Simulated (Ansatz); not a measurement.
Ideal-gas functions of CH3FMgO (`C[O][Mg][F]`) at 800 K and 1 bar, from an Ansatz frequency run at PBE0-D4/def2-TZVP.

Molar mass 74.34 g/mol, point group C3v (symmetry number 3), electronic degeneracy 1, moments of inertia 3.155, 239.304, 239.304 u Å². Harmonic wavenumbers (cm⁻¹, unscaled): 78, 78, 161, 161, 487, 822, 1190, 1190, 1286, 1486, 1495, 1495, 2975, 3026, 3026.

Use S(trans) = R[1.5 ln M + 2.5 ln T − 1.1517]; rotational temperatures θ = 24.2544 K / I; S(rot) = R[ln(√π/σ · √(T³/θAθBθC)) + 1.5]; for each mode x = 1.438777 ν̃/T, S = R[x/(eˣ − 1) − ln(1 − e⁻ˣ)] and H = RT x/(eˣ − 1); 1 cm⁻¹ = 0.0119627 kJ/mol; R = 8.31446 J/(mol·K).

Task: By hand: the entropy, in J/(mol·K).

Result: Translation 183.1. Rotation: θ = 7.6876, 0.1014, 0.1014 K, giving 102.0. Vibration, mode by mode: 24.65, 24.65, 18.65, 18.65, 9.68, 5.78, 3.41, 3.41, 2.98, 2.24, 2.22, 2.22, 0.25, 0.23, 0.23, in all 119.3. Electronic 0.0. Sum 404.4 J/(mol·K).

Task: By hand: H − E and G − E in kJ/mol, counted from the electronic energy.

Result: Zero-point energy ½ × 18956 × 0.0119627 = 113.4; thermal vibration 40.8; translation, rotation and pV give 4 RT = 26.6. H − E = 180.8 kJ/mol, and G − E = 180.8 − 800 × 404.4/1000 = -142.7 kJ/mol.

Vibration gives 30 % of the entropy, 49.3 J/(mol·K) of it from the modes under 150 cm⁻¹: soft modes count most, and the harmonic formula is weakest for them. The sum counts one conformer and one mirror image; others add a mixing term.
